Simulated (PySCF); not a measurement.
**The Co–Cl bond energy of CoCl₃**

Method: PBE0/[Co def2-TZVP, Cl def2-TZVP], no relativity, density fitting, PySCF.

Each entry is the lowest minimum that a search over a few typed start shapes (and spin states, where more than one is plausible) found, or that minimum re-optimised at the stated level; isomers with ligand–ligand bonds, or fragments after loss of a ligand pair, can lie lower.

Total energies (Eh), which compare only within these settings: Cl atom -459.99741.

| species | 2S+1 | group | E (Eh) | ZPE (kJ/mol) |
| --- | --- | --- | --- | --- |
| CoCl₂ | 4 | D∞h | -2302.77658 | 6.1 |
| CoCl₃ | 5 | D3h | -2762.84291 | 9.7 |

Problem. What are De and D0 for CoCl₃ → CoCl₂ + Cl?

Solution. De = [(-2302.77658) + (-459.99741) − (-2762.84291)] × 2625.5 = 181 kJ/mol. The zero-point energy changes by -3.6 kJ/mol, so D0 = 177 kJ/mol.

Atoms and open shells are unrestricted, without spin–orbit or basis-set superposition corrections.

One determinant describes each species, so states of open d or f shells may be missed.
